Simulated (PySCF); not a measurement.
Vertical excitations of a molecule C2H8O2Si from TDDFT-PBE0/def2-SVPD (PySCF), as energy in eV (oscillator strength): 7.28 (0.002), 7.47 (0.011), 7.74 (0.026), 7.80 (0.006), 8.02 (0.054), 8.19 (0.010), 8.21 (0.002), 8.34 (0.034), 8.37 (0.009), 8.50 (0.023). Lowest triplet (TDA): 6.97 eV. Coordinates come from a ωB97X-D3(BJ)/def2-SVP optimisation. One conformer was computed; it need not be the lowest.

### Question
Identify the compound among the candidates.
(A) C[C@H](O)[SiH2]O
(B) COC[SiH2]O
(C) COCO[SiH3]
(D) CO[SiH2]OC

### Answer
D, CO[SiH2]OC
